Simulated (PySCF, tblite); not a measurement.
C4H10ClFSi.
Z-matrix (Å and degrees, GFN2-xTB geometry), rows numbered from 1:
```
C 
C   1  1.5236
C   2  1.5311  1  111.43
Si  3  1.8984  2  113.63  1   179.54
C   4  1.8935  3  115.32  2   -57.98
F   4  1.6232  3  106.79  2    59.79
Cl  4  2.0178  3  110.83  2   174.18
H   1  1.0882  2  110.48  3   -60.16
H   1  1.0874  2  110.65  3   179.80
H   1  1.0877  2  110.57  3    59.77
H   2  1.0913  1  109.52  3  -121.07
H   2  1.0917  1  109.18  3   121.22
H   3  1.0918  2  108.67  1    56.51
H   3  1.0932  2  108.51  1   -58.48
H   5  1.0869  4  110.84  3   179.65
H   5  1.0860  4  111.11  3    60.12
H   5  1.0856  4  111.82  3   -60.35
```

Computed, not measured: wB97X-D/def2-SVPD in PySCF (dipole) on a GFN2-xTB geometry, gas phase.

Take the most abundant isotopes and a rigid rotor. The values belong to one conformer with, in the numbering `[CH3:1][CH2:2][CH2:3][Si@@:4]([CH3:5])([F:6])[Cl:7]`, C1–C2–C3–Si4 180°, C2–C3–Si4–C5 -58°.

Give the principal moments of inertia and the rotational constants in MHz.

Ia = 191.46, Ib = 550.40, Ic = 597.49 u·Å²; 505379 MHz·u·Å²/I gives A = 2640, B = 918.2, C = 845.8 MHz.

What kind of rotor is it?

A near-prolate asymmetric top; Ray's κ = -0.919.

Is it planar, by Δ = Ic − Ia − Ib?

Not planar: Δ = Ic − Ia − Ib = -144.36 u·Å². For a rigid frame Δ = −2 Σ m c², so Σ m c² = 72.18 u·Å² lies off the ab plane: 11.88 from hydrogen and 60.30 from heavier atoms. The atom farthest from that plane is 2.22 Å away.

Give the other two planar moments, Paa and Pbb, and the rms extents of the mass along the axes.

Paa = Σ m a² = (Ib + Ic − Ia)/2 = 478.22 and Pbb = Σ m b² = (Ia + Ic − Ib)/2 = 119.28 u·Å². With the mass M = 140.02 u, the rms extents √(P/M) along a, b and c are 1.85, 0.92, 0.72 Å.

Give the coordinates in the principal-axis frame, origin at the centre of mass.

The sense of each axis is arbitrary; atoms in the order of the calculation.
```
atom  mass (u)   a (Å)   b (Å)   c (Å)
  C1    12.000   3.674   0.620  -0.124
  C2    12.000   2.392  -0.188   0.038
  C3    12.000   1.151   0.679  -0.193
 Si4    27.977  -0.483  -0.270  -0.020
  C5    12.000  -0.683  -1.757  -1.175
  F6    18.998  -0.525  -0.861   1.492
 Cl7    34.969  -2.059   0.984  -0.151
  H8     1.008   3.739   1.033  -1.128
  H9     1.008   4.546  -0.007   0.046
 H10     1.008   3.700   1.442   0.587
 H11     1.008   2.353  -0.613   1.042
 H12     1.008   2.398  -1.016  -0.673
 H13     1.008   1.221   1.132  -1.184
 H14     1.008   1.169   1.507   0.521
 H15     1.008  -1.638  -2.249  -1.011
 H16     1.008   0.098  -2.493  -1.004
 H17     1.008  -0.640  -1.465  -2.219
```

List the rotational levels J(Ka,Kc) to J = 3 (cm⁻¹).

Above 0(0,0):
J = 1: 1(0,1) 0.0588, 1(1,1) 0.1163, 1(1,0) 0.1187
J = 2: 2(0,2) 0.1765, 2(1,2) 0.2315, 2(1,1) 0.2388, 2(2,1) 0.4110, 2(2,0) 0.4111
J = 3: 3(0,3) 0.3527, 3(1,3) 0.4044, 3(1,2) 0.4189, 3(2,2) 0.5876, 3(2,1) 0.5879, 3(3,1) 0.8808, 3(3,0) 0.8808
Those of J = 1 are B + C, A + C and A + B.

Which lines would a microwave search look for?

The dipole components are |μa| = 1.76 D, |μb| = 0.45 D, |μc| = 1.76 D. Intensities carry the squares of the components, which stand as 1.00 : 0.07 : 1.00 (a : b : c). Some lines, for components of 0.1 D or more:

```json
{"type": "a", "branch": "Q", "J(Ka,Kc)": "3(1,2) ← 3(1,3)", "MHz": "434", "lower level (cm⁻¹)": "0.404"}
{"type": "a", "branch": "Q", "J(Ka,Kc)": "4(1,3) ← 4(1,4)", "MHz": "723", "lower level (cm⁻¹)": "0.635"}
{"type": "c", "branch": "Q", "J(Ka,Kc)": "4(1,4) ← 4(0,4)", "MHz": "1423", "lower level (cm⁻¹)": "0.587"}
{"type": "c", "branch": "Q", "J(Ka,Kc)": "1(1,1) ← 1(0,1)", "MHz": "1721", "lower level (cm⁻¹)": "0.059"}
{"type": "b", "branch": "R", "J(Ka,Kc)": "2(0,2) ← 1(1,1)", "MHz": "1804", "lower level (cm⁻¹)": "0.116"}
{"type": "c", "branch": "R", "J(Ka,Kc)": "1(1,0) ← 0(0,0)", "MHz": "3558", "lower level (cm⁻¹)": "0.000"}
{"type": "a", "branch": "R", "J(Ka,Kc)": "2(1,1) ← 1(1,0)", "MHz": "3600", "lower level (cm⁻¹)": "0.119"}
{"type": "b", "branch": "R", "J(Ka,Kc)": "3(0,3) ← 2(1,2)", "MHz": "3632", "lower level (cm⁻¹)": "0.232"}
{"type": "c", "branch": "Q", "J(Ka,Kc)": "4(2,3) ← 4(1,3)", "MHz": "4915", "lower level (cm⁻¹)": "0.659"}
{"type": "b", "branch": "Q", "J(Ka,Kc)": "4(2,2) ← 4(1,3)", "MHz": "4949", "lower level (cm⁻¹)": "0.659"}
{"type": "c", "branch": "Q", "J(Ka,Kc)": "2(2,1) ← 2(1,1)", "MHz": "5164", "lower level (cm⁻¹)": "0.239"}
{"type": "b", "branch": "Q", "J(Ka,Kc)": "2(2,0) ← 2(1,1)", "MHz": "5167", "lower level (cm⁻¹)": "0.239"}
{"type": "a", "branch": "R", "J(Ka,Kc)": "3(2,1) ← 2(2,0)", "MHz": "5301", "lower level (cm⁻¹)": "0.411"}
{"type": "c", "branch": "R", "J(Ka,Kc)": "2(1,1) ← 1(0,1)", "MHz": "5394", "lower level (cm⁻¹)": "0.059"}
{"type": "a", "branch": "R", "J(Ka,Kc)": "3(1,2) ← 2(1,1)", "MHz": "5399", "lower level (cm⁻¹)": "0.239"}
{"type": "b", "branch": "R", "J(Ka,Kc)": "4(0,4) ← 3(1,3)", "MHz": "5484", "lower level (cm⁻¹)": "0.404"}
{"type": "a", "branch": "R", "J(Ka,Kc)": "4(0,4) ← 3(0,3)", "MHz": "7034", "lower level (cm⁻¹)": "0.353"}
{"type": "a", "branch": "R", "J(Ka,Kc)": "4(2,2) ← 3(2,1)", "MHz": "7077", "lower level (cm⁻¹)": "0.588"}
{"type": "b", "branch": "R", "J(Ka,Kc)": "4(1,4) ← 3(0,3)", "MHz": "8457", "lower level (cm⁻¹)": "0.353"}
{"type": "c", "branch": "Q", "J(Ka,Kc)": "4(3,2) ← 4(2,2)", "MHz": "8762", "lower level (cm⁻¹)": "0.824"}
{"type": "b", "branch": "Q", "J(Ka,Kc)": "4(3,1) ← 4(2,2)", "MHz": "8763", "lower level (cm⁻¹)": "0.824"}
{"type": "c", "branch": "R", "J(Ka,Kc)": "2(2,0) ← 1(1,0)", "MHz": "8767", "lower level (cm⁻¹)": "0.119"}
{"type": "c", "branch": "R", "J(Ka,Kc)": "2(2,1) ← 1(1,1)", "MHz": "8837", "lower level (cm⁻¹)": "0.116"}
{"type": "c", "branch": "R", "J(Ka,Kc)": "3(2,2) ← 2(1,2)", "MHz": "10674", "lower level (cm⁻¹)": "0.232"}
{"type": "b", "branch": "R", "J(Ka,Kc)": "4(2,3) ← 3(1,2)", "MHz": "12112", "lower level (cm⁻¹)": "0.419"}
{"type": "c", "branch": "R", "J(Ka,Kc)": "3(3,0) ← 2(2,0)", "MHz": "14079", "lower level (cm⁻¹)": "0.411"}
{"type": "c", "branch": "R", "J(Ka,Kc)": "4(3,1) ← 3(2,1)", "MHz": "15839", "lower level (cm⁻¹)": "0.588"}
```

Estimate the classical rotational partition function at 10 K, 50 K and 100 K.

Point group C1, symmetry number σ = 1; q = (√π/σ)·√((kT/h)³/(ABC)), k/h = 20836.6 MHz/K: 3720 at 10 K, 41600 at 50 K, 118000 at 100 K.

Its GFN2-xTB frequencies are all real (lowest 38 cm⁻¹). Constants of a rigid frame at the computed geometry: no zero-point averaging, no centrifugal distortion. A rigid rotor knows nothing of internal rotation, which can split or shift real lines. Quadrupole hyperfine structure (35Cl) is left out.
